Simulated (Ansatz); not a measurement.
Basis-set extrapolation for CH$_{4}$AlBF$_{2}$Si (`FB1C[Si]1(F)[AlH2]`) (PBE0-D4/def2-TZVP geometry, frozen core, Ansatz 0.2.0). Multiplicity 1, RHF reference.

```json
{"": "HF", "def2-TZVPP": "-794.780310", "def2-QZVPP": "-794.808274"}
{"": "MP2 correlation", "def2-TZVPP": "-0.947633", "def2-QZVPP": "-1.027808"}
{"": "CCSD(T) correlation", "def2-TZVPP": "-1.023328", "def2-QZVPP": "not run"}
```

Energies in hartree. Use E(X) = E(∞) + A·exp(−7.88·√X) for Hartree–Fock and E(X) = E(∞) + B·X^(−2.97) for correlation, with X = 3 and 4, and add CCSD(T) minus MP2 of the smaller set to the MP2 limit.

Problem. What is the CCSD(T) energy at the basis-set limit?

Solution. HF limit: -794.808274 + (-0.027964) × 0.13774 = -794.81213. MP2 limit: -1.027808 + (-0.080175) × 0.74074 = -1.08720. Higher-order term: -1.023328 − (-0.947633) = -0.07570. Total: -795.97503 hartree, 450.0 kJ/mol below CCSD(T)/def2-TZVPP.
